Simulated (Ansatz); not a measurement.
System: N-[chloro(methylamino)boranyl]methanamine, C2H8BClN2, charge 0, multiplicity 1. 
Coordinates optimised at B3LYP-D3(BJ)/def2-TZVP (Ansatz, a quantum-chemistry and plane-wave program):
SMILES: CNB(Cl)NC
```xyz
14

C      2.2389     0.2418     0.8321
N      0.7985     0.4116     0.8630
B     -0.1565    -0.0256    -0.0723
Cl     0.3668    -0.9593    -1.5228
N     -1.5352     0.2327     0.0587
C     -2.1530     0.9483     1.1583
H      2.5179    -0.3145    -0.0591
H      2.5952    -0.3141     1.7041
H      2.7564     1.2053     0.8062
H      0.4642     0.9129     1.6703
H     -2.1650    -0.1548    -0.6205
H     -2.1368     0.3760     2.0930
H     -3.1930     1.1716     0.9238
H     -1.6506     1.9035     1.3375
```

Total electronic energies in hartree. Correlated levels leave the core frozen unless marked. Spin-orbit coupling is left out. Non-relativistic. CBS(X,Y): correlation extrapolated as X^-3; Hartree-Fock from the larger set. [CCSD(T)-MP2]/basis is that difference in the basis named.

```
level                                                                             program  energy (Eh)
-------------------------------------------------------------------------  --------------  -----------
RI-HF/cc-pV(T+d)Z                                                                  Ansatz   -673.69881
RI-HF/cc-pV(Q+d)Z                                                                  Ansatz   -673.71735
PBE-D3(BJ)/def2-TZVPD                                                      Ansatz + dftd3   -675.33396
revPBE-D3(BJ)/def2-TZVPD                                                   Ansatz + dftd3   -675.67205
revPBE/def2-TZVPD                                                                  Ansatz   -675.64354
PBE0-D3(BJ)/def2-TZVP                                                      Ansatz + dftd3   -675.39626
PBE0-D3(BJ)/def2-TZVPD                                                     Ansatz + dftd3   -675.39845
B2GP-PLYP-D3(BJ)/def2-TZVPD                                                Ansatz + dftd3   -675.39455
B2GP-PLYP-D4/def2-TZVPD                                                    Ansatz + dftd4   -675.39268
B2PLYP-D4/def2-TZVPD                                                       Ansatz + dftd4   -675.48438
RPA@PBE/cc-pV(Q+d)Z                                                                Ansatz   -675.53928
MP2/aug-cc-pV(D+d)Z                                                                Ansatz   -674.52692
RI-MP2/aug-cc-pV(T+d)Z                                                             Ansatz   -674.78340
RI-MP2/cc-pV(Q+d)Z                                                                 Ansatz   -674.85625
SCS-MP2/STO-3G                                                                     Ansatz   -666.30743
SCS-MP2/aug-cc-pV(D+d)Z                                                            Ansatz   -674.51238
SCS-MP2/cc-pV(Q+d)Z                                                                Ansatz   -674.85728
CCSD(T)/6-31G*                                                                     Ansatz   -674.45193
RI-MP2/CBS(aug-cc-pV(T+d)Z,aug-cc-pV(Q+d)Z)+[CCSD(T)-MP2]/aug-cc-pV(D+d)Z          Ansatz    -675.0086
RI-MP2/CBS(cc-pV(T+d)Z,cc-pV(Q+d)Z)+[CCSD(T)-MP2]/cc-pV(D+d)Z                      Ansatz    -675.0029
RI-MP2/CBS(cc-pV(T+d)Z,cc-pV(Q+d)Z)+[CCSD(T)-MP2]/cc-pV(T+d)Z                      Ansatz    -675.0124
RI-MP2/CBS(cc-pV(T+d)Z,cc-pV(Q+d)Z)+[CCSD(T)-MP2]/cc-pV(Q+d)Z                      Ansatz    -675.0066
CCSD(T)/CBS(cc-pV(T+d)Z,cc-pV(Q+d)Z)                                               Ansatz    -675.0029
```

Totals of different functionals don't rank their quality; only differences between species are comparable.
